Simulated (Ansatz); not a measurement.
`[OH][Zn][O][SiH3]`. Total charge 0; spin multiplicity 1.

Cartesian coordinates in Å:
```
O 1.067 -3.042 0.457
Zn 0.759 -1.328 0.190
O 0.591 0.377 -0.188
Si -0.505 1.559 -0.378
H 0.658 -3.412 1.241
H 0.185 2.799 -0.823
H -1.534 1.197 -1.396
H -1.221 1.850 0.898
```

(1) List the harmonic frequencies (cm⁻¹, unscaled) at PBE0-D4/def2-TZVP in Ansatz. (Estimate.)

(2) Is this a minimum?

(3) Give the ideal-gas thermochemistry at 298.15 K and 1 bar (rigid rotor, harmonic oscillator; point group C1, symmetry number 1).

(4) And at 400, 500, 600, 800 and 1000 K?

(5) Rotational constants (cm⁻¹)?

Results:

(1) Ansatz gave: 23, 43, 70, 164, 174, 468, 709, 725, 732, 792, 954, 959, 994, 1058, 2186, 2193, 2221, 3910.

(2) Yes, all 18 modes are real.

(3) Zero-point energy 109.9 kJ/mol; H(298) − E = 131.8 kJ/mol; entropy 372.3 J/(mol·K), of which translation 169.5, rotation 107.9, vibration 94.9; G(298) − E = 20.8 kJ/mol. Modes under 100 cm⁻¹ are hindered rotations or soft bends, so the harmonic entropy is rough.

(4) 
```csv
T (K),H − E (kJ/mol),S (J/mol/K),G − E (kJ/mol)
400,142.6,403.4,-18.7
500,154.5,429.8,-60.4
600,167.3,453.3,-104.6
800,195.2,493.2,-199.4
1000,225.1,526.6,-301.5
```

(5) 1.366, 0.04733, 0.04659.
